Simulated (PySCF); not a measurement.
## Computed structure and properties of [La(H2CO)]3+

System: [La(H2CO)]3+ (singlet); start: template (C2v). Method: PySCF 2.14.0, RKS PBE0, La lcecp-1-SVP with ECP46, O def2-SVP, C def2-SVP, H def2-SVP; non-relativistic Hamiltonian with scalar-relativistic core potentials where named; density fitting; no spin-orbit coupling.

Input of the relaxation:

```python
mol = gto.M(atom='''
La     0.00000     0.00000    -0.56297
O      0.00000     0.00000     1.99703
C      0.00000     0.00000     3.21703
H      0.94000    -0.00000     3.79703
H     -0.94000     0.00000     3.79703''',
    basis={'La': 'lcecp-1-SVP', 'O': 'def2-SVP', 'C': 'def2-SVP', 'H': 'def2-SVP'},
    ecp={'La': 'lcecp-1-SVP'},
    charge=3, spin=0)
mf = dft.RKS(mol, xc='PBE0')
mf.grids.atom_grid = (50, 194)  # f atoms: unpruned, at least (60, 302)
mf = mf.density_fit()  # fitting sets: La AutoAux, O def2-universal-JKFIT, C def2-universal-JKFIT, H def2-universal-JKFIT
mf.conv_tol = 1e-08; mf.max_cycle = 55
mf.kernel(dm0)  # dm0: converged density of the start geometry
# quasi-Newton relaxation in Cartesian coordinates to a largest gradient under 0.00045 Eh/bohr, steps kept in the point group
```

Run from Python with OMP_NUM_THREADS=2; the lines above give its settings. Where DIIS fails, smearing, a level shift and second-order steps follow.
It took 10 s on 2 threads of Arm Neoverse V2, with other jobs on the host, from the converged density of the start.

Course of the relaxation:

| step | energy above end (eV) | largest force component within the symmetry (eV/Å) |
| --- | --- | --- |
| 0 | 0.5607 | 3.902 |
| 1 | 0.2852 | 2.070 |
| 2 | 0.0589 | 2.442 |
| 3 | 0.0116 | 0.515 |
| 4 | 0.0009 | 0.179 |
| 5 | 0.0000 | 0.019 |
| 6 | 0.0000 | 0.003 |

Relaxed geometry (C2v):

```xyz
5

La    0.0000    0.0000   -0.2991
O     0.0000    0.0000    1.9158
C     0.0000    0.0000    3.1784
H     0.9685    0.0000    3.7251
H    -0.9685    0.0000    3.7251
```

```tsv
contact	Å
La1–O2 (H2CO)	2.215
```

On the finer grid (75, 302):

```
HOMO                                                          : -24.48 eV
LUMO                                                          : -18.87 eV
Dipole about the centre of mass                               : 3.44 D
Set of Mulliken populations of La1 outside the core potential : s 2.03, p 6.03, d 0.39, f 0.03
D3(BJ) dispersion energy (not in the energies)                : -0.081 eV
```

```json
{"atom": "La1", "Mulliken (e)": "2.52", "Löwdin (e)": "2.39", "spin (e)": "0.00"}
{"atom": "O2", "Mulliken (e)": "-0.41", "Löwdin (e)": "-0.15", "spin (e)": "0.00"}
{"atom": "C3", "Mulliken (e)": "0.39", "Löwdin (e)": "0.50", "spin (e)": "0.00"}
{"atom": "H4", "Mulliken (e)": "0.25", "Löwdin (e)": "0.12", "spin (e)": "0.00"}
{"atom": "H5", "Mulliken (e)": "0.25", "Löwdin (e)": "0.12", "spin (e)": "0.00"}
```

The large-core potential holds the 4f shell empty.

On the grid (50, 194), as all that follows. Harmonic modes: a minimum; lowest 244 cm⁻¹ (negative: unstable), highest 3172 cm⁻¹, zero-point energy 0.778 eV.

Taking off one H2CO (charge 0, singlet; the rest: singlet) in vacuum, both parts rigid, costs 5.53 eV; the small basis without counterpoise inflates it. Parting with an electron moved from the ligand to the metal can be far cheaper, even downhill.

Rigid scan of H2CO along the line from its metal:

distance to O2 (Å), energy (eV) and a bar:
```
     1.91      1.043 ##############################
     2.01      0.398 ###########
     2.11      0.086 ##
     2.21      0.000 
     2.31      0.064 ##
     2.41      0.224 ######
     2.61      0.683 ####################
```

One start shape was tried, so this needn't be the lowest isomer.
